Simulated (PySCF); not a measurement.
Si(Me)3(OH) (C3H10OSi), SMILES C[Si](C)(C)O. Geometry optimised at r2SCAN-D4/def2-SVP. The isomer is the one that the SMILES or the coordinates give; other isomers of the formula were not compared. One conformer was computed; it need not be the lowest.

These are r2SCAN-D4/def2-SVP run with PySCF values and carry that method's errors.

Harmonic wavenumbers (cm⁻¹): 130, 151, 167, 169, 191, 216, 230, 269, 275, 607, 656, 676, 685, 728, 750, 784, 805, 849, 874, 925, 1253, 1255, 1262, 1419, 1424, 1425, 1432, 1434, 1443, 3025, 3026, 3034, 3123, 3125, 3133, 3133, 3139, 3141, 3886. Rotational constants (GHz): 3.339, 3.291, 3.109; symmetry number 1.

### Question
Work out the zero-point energy and the ideal-gas rigid-rotor harmonic-oscillator thermochemistry at 298.15 K and 1 atm.

### Answer
ZPE = ½ Σ hcν = ½ × 54248 cm⁻¹ = 324.47 kJ/mol. H − E(el) = 350.73 kJ/mol. Entropy in J/(mol K): translation 164.89, rotation 111.48, vibration 95.59, total 371.97. G − E(el) = 239.83 kJ/mol. Cp = 140.65 J/(mol K). Modes under 150 cm⁻¹ make the vibrational entropy uncertain.
